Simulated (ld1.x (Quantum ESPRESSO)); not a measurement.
## Before and after: TM potential for chromium

Cr (Z = 24), norm-conserving Troullier–Martins (Kleinman–Bylander form), made with ld1.x (Quantum ESPRESSO) 7.5 (PBEsol, scalar-relativistic). Core [Ne], reference 3s2 3p6 3d5 4s1 4p0. Waves: 3p (bound): rc 1.55 bohr; 3d (bound): rc 2.20 bohr; 4f channel at 0.05 Ry: rc 1.90 bohr; 3s (bound): rc 0.95 bohr. Local part: the s channel. Core correction: none.

Occupied shells without a wave of their own: 4s. They enter only through the test configuration that unscreens the potential.

All-electron outer shells of the reference configuration (PBEsol, scalar-relativistic, ld1.x):

```tsv
shell	level (eV)	outermost node (bohr)	outermost maximum (bohr)
2s	-666.34	0.09	0.24
2p	-560.29	–	0.20
3s	-73.77	0.36	0.78
3p	-45.34	0.33	0.80
4s	-4.02	1.12	2.74
3d	-2.93	–	0.84
4p	-0.95	1.25	3.89
```

Change: all radii scaled by about 1.37 (s 1.30, p 2.12, d 3.00, f 2.60 bohr).

Cutoffs: the cutoffs (Ry, on a coarse ladder) from which the occupation-weighted sum of valence levels, in a spherical-Bessel basis at the reference potential, stays within 10 and 1 mRy of its value at 400 Ry; they do not see the model core or the augmentation charge, which bear on the density cutoff. Errors are all-electron minus pseudo energies relative to the spin-unpolarised reference configuration.

Task: What does the change do?

Result: The potential gets softer (140 Ry and 260 Ry → 70 Ry and 100 Ry); the miss of the reference levels goes from 0.05 to 0.34 eV; of the 7 tests that both files solve, the error grows in 7 and shrinks in 0 by more than 15 % and 0.3 meV (median size 59.0 → 447.6 meV); neither file shows a bound ghost. A larger radius leaves more room for a smooth pseudo-wave, so fewer plane waves are needed. More of the atom is replaced by a form fitted at one configuration, so other configurations suffer.

| quantity | base | changed |
| --- | --- | --- |
| cutoff, loose | 140 Ry | 70 Ry |
| cutoff, tight | 260 Ry | 100 Ry |
| loose cutoff by channel (10 mRy a level) | p 45 Ry, d 45 Ry, s 140 Ry | p 35 Ry, d 30 Ry, s 45 Ry |
| bound ghosts | none | none |
| largest miss of a reference level, eV | 0.05 | 0.34 |
| error for 3s2 3p6 3d5 4s0 4p0, meV [ΔE 6.87 eV] | -53 | -448 |
| error for 3s2 3p6 3d4 4s0 4p0, meV [ΔE 22.89 eV] | -111 | -747 |
| error for 3s2 3p6 3d3 4s0 4p0, meV [ΔE 53.59 eV] | +59 | -195 |
| error for 3s2 3p6 3d4 4s1 4p0, meV [ΔE 8.01 eV] | +20 | +109 |
| error for 3s1 3p6 3d5 4s1 4p0, meV [ΔE 80.04 eV] | -381 | -1034 |
| error for 3s2 3p6 3d5 4s0 4p1, meV [ΔE 3.14 eV] | -41 | -380 |
| error for 3s2 3p6 3d4 4s2 4p0, meV [ΔE -0.09 eV] | +104 | +616 |

Base: The 4s level has no wave, so the channel is fitted at the deeper level alone: the likely source of the large errors. Changed file: The 4s level has no wave, so the channel is fitted at the deeper level alone: the likely source of the large errors.
